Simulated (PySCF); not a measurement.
Species: C2H8BNO.
SMILES with atom numbers: `[NH3+:1][B@H-:2]1[CH2:3][CH2:4][O:5]1` (hydrogens: H6, H7, H8 on N1; H9 on B2; H10, H11 on C3; H12, H13 on C4)

A GFN2-xTB structure with every atom displaced at random (by about 0.01 Å) was refined with PBE0-D3(BJ)/def2-SVP geometry optimisation, gas phase in PySCF. Values at the start:

| coordinate | start |
| --- | --- |
| N1–B2 | 1.739 Å |
| N1–H6 | 1.029 Å |
| B2–C3 | 1.635 Å |
| B2–O5 | 1.461 Å |
| B2–H9 | 1.207 Å |
| C3–C4 | 1.514 Å |
| C3–H10 | 1.075 Å |
| C3–H11 | 1.086 Å |
| C4–O5 | 1.390 Å |
| C4–H12 | 1.095 Å |
| C4–H13 | 1.146 Å |
| N1–B2–C3 | 109.4° |
| N1–B2–O5 | 103.8° |
| B2–C3–C4 | 80.5° |
| B2–O5–C4 | 91.2° |
| C3–B2–O5 | 90.1° |
| C3–C4–O5 | 98.1° |
| N1–B2–C3–C4 | 102° |
| N1–B2–O5–C4 | -108° |
| B2–C3–C4–O5 | 2° |
| C3–C4–O5–B2 | -3° |

Question: How do these coordinates change at the PBE0-D3(BJ)/def2-SVP level?

Answer: 
```tsv
coordinate	PBE0-D3(BJ)/def2-SVP (Å or °)	change
N1–B2	1.660	-0.079
C4–H13	1.107	-0.039
C4–O5	1.424	+0.034
C3–H10	1.103	+0.028
B2–H9	1.231	+0.024
C3–C4	1.538	+0.024
C4–H12	1.109	+0.014
C3–H11	1.099	+0.013
B2–C3	1.625	-0.010
N1–H6	1.021	-0.008
B2–O5	1.454	-0.007
N1–B2–C3	111.7	+2.3
N1–B2–O5	106.0	+2.2
C3–C4–O5	96.5	-1.6
C3–B2–O5	91.6	+1.5
B2–C3–C4	80.8	+0.3
B2–O5–C4	91.0	-0.2
N1–B2–O5–C4	-116	-8
N1–B2–C3–C4	110	+8
C3–C4–O5–B2	3	+6
B2–C3–C4–O5	-3	-5
```

The energy falls by 3.7 kcal/mol over 5 energy and gradient evaluations, the largest force component goes from 0.0391 to 3.4e-04 Eh/bohr, and the atoms move by 0.109 Å rms after alignment. The bond that changes most is N1–B2 (ends: nitrogen bonded to B and 3 H; four-coordinate boron), which shortens by 0.079 Å. Bonds longer at the end by more than 0.005 Å: 8 of 13; shorter: 5. Rotational constants go from 8674, 4297, 3583 to 8919, 4290, 3503 MHz.

The run used 110 basis functions and 33 SCF cycles in all. Time: 21 s wall; peak memory 0.45 GiB. Hardware: one thread, Arm Neoverse V1 (aarch64), shared host with 32 logical CPUs at a one-minute load of 20.

Stationary, but not proved a minimum.
